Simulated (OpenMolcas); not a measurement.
## Ionisation energies of rhenium

```
Program             : OpenMolcas 26.06
Basis               : ANO-RCC-VTZP [8s7p5d3f2g1h]
Scalar Hamiltonian  : DKH2, point nucleus
Spin-orbit coupling : RASSI with atomic mean-field integrals over the reference wave functions, term energies averaged over their components
```

Active shells in each charge state: the valence d shell, with orbitals averaged over the low states. Where CASPT2's correlated closed shells are named, they are those of the first ion.

A. CASSCF
B. SS-CASPT2, IPEA 0.25 Eh, imaginary shift 0.1 Eh (closed shells correlated: 5s 5p)
C. SS-CASPT2, IPEA 0 Eh, imaginary shift 0.1 Eh (closed shells correlated: 5s 5p)
D. SS-CASPT2, IPEA 0.25 Eh, imaginary shift 0.1 Eh (closed shells correlated: 4f 5s 5p)
E. SS-CASPT2, IPEA 0.25 Eh, imaginary shift 0.1 Eh (closed shells correlated: none)

Energies in eV between the lowest computed levels, named as in B; reference values from the NIST Atomic Spectra Database with their kind.

```tsv
From	To	A	B	C	D	E	Spin-orbit share in B	Reference
Re2+ 5d5 6S 5/2	Re3+ 5d4 5D0	26.659	27.506	27.598	27.728	27.218	-0.612	27.000 (theoretical)
Re3+ 5d4 5D0	Re4+ 5d3 4F 3/2	38.717	39.501	39.560	39.773	39.166	-0.295	39.100 (theoretical)
Re4+ 5d3 4F 3/2	Re5+ 5d2 3F2	52.224	52.880	52.945	53.193	52.462	-0.374	51.900 (theoretical)
Re5+ 5d2 3F2	Re6+ 5d 2D 3/2	67.266	67.938	67.996	68.295	67.409	+0.451	67.000 (theoretical)
Re6+ 5d 2D 3/2	Re7+ 5p6 1S0	81.583	82.194	82.240	82.589	81.583	+0.830	82.710 (semi-empirical)
```

The lowest level within the active space need not be the ion's true ground level.
